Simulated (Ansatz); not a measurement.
Ansatz results at the PBE0-D4/def2-TZVP geometry: HOMO energy (B3LYP/def2-TZVPP) -7.51 eV; HOMO–LUMO gap (PBE0/def2-TZVPP) 5.72 eV; LUMO energy (ωB97M-V/def2-TZVPP) -0.01 eV.

Each molecule was computed in one conformer, which needn't be the lowest.

(1) Which molecule gave them?
A. `O[C]1=[CH][GaH]1`
B. `BC1C[SiH2][SiH2]1`
C. `CB/C=C/Br`
D. `FC(Cl)=[Se]`

## Answers

(1) C. The others give `O[C]1=[CH][GaH]1`: -6.41, 5.87, 0.95; `BC1C[SiH2][SiH2]1`: -7.22, 7.06, 1.27; `FC(Cl)=[Se]`: -6.90, 4.40, -0.64.

B3LYP here is the variant with VWN-RPA as its local correlation; programs differ in this.
